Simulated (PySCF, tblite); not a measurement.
Isomers of C4H10N2OSi. Computed values, GFN2-xTB/tblite, gas phase, harmonic and unscaled. The method is semi-empirical: single wavenumbers can be off by several per cent or more. Modes of hydrogen on silicon can be 10 to 20 % off. One conformer each.

Electronic energies: PBE0/pcSseg-1 single points on the GFN2-xTB geometries (PySCF, gas phase).

```
                 SMILES  electronic energy, lowest = 0 (kJ/mol)
    C=N[SiH2]N(C)C(C)=O                                    68.1
      C=NC(=C)O[SiH2]NC                                   150.2
  N[Si]1(N)CC[C@@H]1C=O                                     0.0
CO[C@@H]1C=NN([SiH3])C1                                   268.7
```

Question: How do GFN2-xTB zero-point energies change the relative energies?

Answer: 
```
                 SMILES  ZPE (kJ/mol)  of it from modes above 1550 cm⁻¹  electronic (kJ/mol)  with ZPE, lowest = 0 (kJ/mol)  lowest mode (cm⁻¹)  rings
  N[Si]1(N)CC[C@@H]1C=O         372.1                             200.0                  0.0                            0.0                  38      1
    C=N[SiH2]N(C)C(C)=O         358.2                             190.9                 68.1                           54.3                  57      0
      C=NC(=C)O[SiH2]NC         355.0                             194.1                150.2                          133.2                  12      0
CO[C@@H]1C=NN([SiH3])C1         356.5                             174.5                268.7                          253.2                  52      1
```

The zero-point energies span 17.1 kJ/mol, from `C=NC(=C)O[SiH2]NC` to `N[Si]1(N)CC[C@@H]1C=O`. The order is unchanged.

Question: And how do the electronic energies of GFN2-xTB itself compare?

Answer: `N[Si]1(N)CC[C@@H]1C=O` 118.2; `C=N[SiH2]N(C)C(C)=O` 0.0; `C=NC(=C)O[SiH2]NC` 31.2; `CO[C@@H]1C=NN([SiH3])C1` 92.6 kJ/mol, lowest = 0. Against the energies above, taken from the same isomer `N[Si]1(N)CC[C@@H]1C=O`, the largest difference is 294.3 kJ/mol.

Question: What do entropy and thermal enthalpy add at 298.15 K and 1 bar (rigid rotor, harmonic oscillator, one conformer each)?

Answer: 
```
                 SMILES  point group  symmetry number  S (J/(mol K))  H − H(0) (kJ/mol)  ZPE + H − H(0) − TS (kJ/mol)
  N[Si]1(N)CC[C@@H]1C=O           C1                1          421.5              30.63                         277.0
    C=N[SiH2]N(C)C(C)=O           C1                1          426.5              31.28                         262.4
CO[C@@H]1C=NN([SiH3])C1           C1                1          405.8              27.98                         263.5
```

Not tabulated: `C=NC(=C)O[SiH2]NC` (lowest mode only 12 cm⁻¹).
